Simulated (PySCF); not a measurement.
Assignment exercise: H12OP2Si4

Geometry (Å), atoms numbered from 1 in this order:
```xyz
19

Si   -1.394    1.070    1.391
P    -0.677   -0.916    0.566
Si   -2.674   -1.688   -0.155
Si   -0.048   -0.092   -1.437
O     1.473    0.545   -1.292
Si    2.815    0.646   -0.321
P     2.239    0.356    1.855
H    -0.487    2.153    0.906
H    -2.784    1.364    0.917
H    -1.386    1.022    2.881
H    -3.250   -0.849   -1.254
H    -3.621   -1.692    1.000
H    -2.493   -3.082   -0.659
H    -0.046   -1.222   -2.414
H    -0.959    0.983   -1.928
H     3.830   -0.344   -0.788
H     3.376    2.023   -0.441
H     3.537    0.768    2.296
H     2.540   -1.036    1.899
```

Calculated, not measured (PySCF 2.14.0 with density-fitted response routines): geometry from PBE0-D3(BJ)/def2-SVP, NMR shieldings at KT2/pcSseg-1/GIAO. Non-relativistic Hamiltonian, isolated molecule, averaged over atoms made equivalent by symmetry, fast rotation or ring inversion, one conformer.

Shifts are taken against calculated references (same method and geometry level): 1H (σref 31.18) vs TMS.

Task: Assign these signals to the numbered atoms. 1H NMR (300 MHz, computed): δ 5.89 (m, 2H), 5.45 (m, 2H), 4.07 (m, 6H), 2.17 (m, 2H).

Result: 
```tsv
δ (ppm)	atoms	environment	reason
5.89	H16/H17	hydrogen on a silicon bonded to O, P	–
5.45	H14/H15	hydrogen on a silicon bonded to O, P	–
4.07	H8/H9/H10/H11/H12/H13	hydrogen on a silicon bonded to P	–
2.17	H18/H19	hydrogen on a phosphorus bonded to Si	–
```

No couplings were computed; multiplicities are counted from neighbouring protons, with m where these are inequivalent, close in shift, in a saturated or five-membered ring or joined by F or P, and br s for small geminal =CH2 splittings.
